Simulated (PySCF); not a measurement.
Run record: geometry optimisation, `C[C@@H](CC)Br`.

Computed with PBE0-D3(BJ)/def2-SVP geometry optimisation, gas phase (PySCF 2.14.0). Start geometry: GFN2-xTB. The input is one job of a driver script: a line of settings, then coordinates in Å.

Input:
```
{"job": {"xc": "PBE0", "basis": "def2-SVP", "d3": "d3bj", "grid": 1, "maxiter": 30, "shake": 0.01, "kind": "geom"}, "charge": 0, "multiplicity": 1}
C      1.932370    -0.181780     0.321520
C      0.612560    -0.063530    -0.483570
C     -0.637730     0.039810     0.391530
C     -1.879210    -0.024620    -0.390170
Br    -0.582210     1.746150     1.384410
H      1.896550    -1.028600     0.959650
H      2.057840     0.724480     0.938700
H      2.778920    -0.229130    -0.359120
H      0.506510    -0.946320    -1.085320
H      0.656510     0.805140    -1.136290
H     -0.605810    -0.726010     1.188930
H     -1.981400    -0.991460    -0.878460
H     -1.973390     0.766630    -1.151700
H     -2.788680     0.094160     0.277190
```

Output:
```
step   0  E = -2731.09789319  max force = 0.046734
step   1  E = -2731.10215379  max force = 0.007311
step   2  E = -2731.10281832  max force = 0.002247
step   3  E = -2731.10301120  max force = 0.001511
step   4  E = -2731.10316266  max force = 0.001616
step   5  E = -2731.10326621  max force = 0.001595
step   6  E = -2731.10330084  max force = 0.000872
step   7  E = -2731.10330531  max force = 0.000163
optimisation converged
```

Energies in Eh; «max force» is the largest Cartesian gradient component in Eh/bohr.

**Question.** How much energy does the optimisation release, in kcal/mol?

**Answer.** E(step 0) − E(last step) = 0.005412 Eh, which is 3.4 kcal/mol.

Summary of the converged run: final energy -2731.10331 Eh after 7 steps; dipole 2.11 D.

**Question.** Give the final coordinates.

**Answer.** 0.040 Å rms from the input after alignment:
```
atom  x, y, z in Å
C1     1.8708   -0.2991    0.4869
C2     0.6406   -0.1749   -0.3935
C3    -0.6485    0.1536    0.3383
C4    -1.8708    0.1364   -0.5526
Br5   -0.5125    1.9243    1.1978
H6     1.7385   -1.0825    1.2503
H7     2.0786    0.6462    1.0099
H8     2.7570   -0.5595   -0.1103
H9     0.4622   -1.1315   -0.9186
H10    0.8022    0.5805   -1.1813
H11   -0.7832   -0.5286    1.1913
H12   -1.9902   -0.8674   -0.9929
H13   -1.7693    0.8618   -1.3736
H14   -2.7834    0.3768    0.0097
```

The run took 96 s of wall time on one thread, Arm Neoverse N1 (aarch64), shared host with 64 logical CPUs at a one-minute load of 60, and the process peaked at 0.52 GiB of memory.
Labels such as C1 count atoms from 1, the log's own numbers from 0.
